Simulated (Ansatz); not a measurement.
Cost and result for the atomization energy of C2H9AlOSi, SMILES `CO[SiH2][AlH][CH3]` (14 atoms, 13 bonds).

Z-matrix (Å, degrees):
```
C
O 1 1.404
H 1 1.097 2 111.6
H 1 1.099 2 111.9 3 -121.4
H 1 1.092 2 108.5 3 119.3
Si 2 1.660 1 121.1 3 65.3
Al 6 2.475 2 112.9 1 62.5
H 6 1.490 2 104.8 1 -175.3
H 6 1.501 2 109.3 1 -61.5
C 7 1.956 6 121.4 2 -1.5
H 7 1.595 6 118.9 2 179.1
H 10 1.093 7 112.6 6 26.5
H 10 1.097 7 109.4 6 -92.3
H 10 1.093 7 112.3 6 149.5
```

Total charge 0; spin multiplicity 1. The geometry is a stationary point of PBE0-D4/def2-TZVP. It is one conformer, not always the lowest. Program: Ansatz. All runs use 4 threads of an Arm Neoverse V1 on a shared host. Times are those of one run each, without the atoms' runs, and a repeat can differ threefold. Electronic energies, without spin–orbit coupling; frozen cores. CCSD(T)/CBS adds CCSD(T) − MP2 in def2-TZVPP to the MP2 limit, and its time is that of the two runs behind it. T1 = 0.011. B3LYP takes the VWN-RPA correlation (the form of Gaussian; ORCA's B3LYP/G).

CCSD(T)/CBS is a level of theory with its own doubt, some kJ/mol a heavy atom from the limit and from the frozen cores, so smaller differences don't rank the functionals.

```csv
level,functions,wall time,atomization (kcal/mol),difference from CCSD(T)/CBS,per bond
PBE-D4/def2-TZVPP (with forces),303,4 s,1153.3,4.6,0.4
PBE0-D4/def2-TZVPP,303,4.8 s,1141.4,-7.3,-0.6
r2SCAN-D4/def2-TZVPP (with forces),303,7 s,1148.8,0.1,0.0
B3LYP-D4/def2-TZVPP (with forces),303,8 s,1146.1,-2.6,-0.2
B2PLYP/def2-TZVPP,303,8.5 s,1133.0,-15.7,-1.2
ωB97X-V/def2-TZVPP,303,12 s,1151.7,3.0,0.2
ωB97M-V/def2-TZVPP (with forces),303,18 s,1148.3,-0.4,0.0
MP2/def2-QZVPP,581,40 s,1143.6,-5.1,-0.4
CCSD(T)/def2-TZVPP,303,17 min,1120.6,-28.1,-2.2
CCSD(T)/CBS(def2),–,17 min,1148.7,0.0,0.0
```

The D4 term adds +10.2 kcal/mol with B3LYP and +5.5 kcal/mol with PBE0; it sums over pairs of atoms, weighted by their polarisabilities, and B3LYP, whose exchange is more repulsive, gets the larger term. From PBE to PBE0 (25 % exact exchange), in def2-TZVPP and without D4, the atomization energy moves by −11.1 kcal/mol: exact exchange takes away binding that semilocal exchange gives to molecules. In def2-TZVPP, CCSD(T) changes the Hartree–Fock value by +262.6 kcal/mol (the triples alone add +12.7 kcal/mol) and MP2 by +268.8 kcal/mol; breaking electron pairs costs correlation energy, which Hartree–Fock lacks.
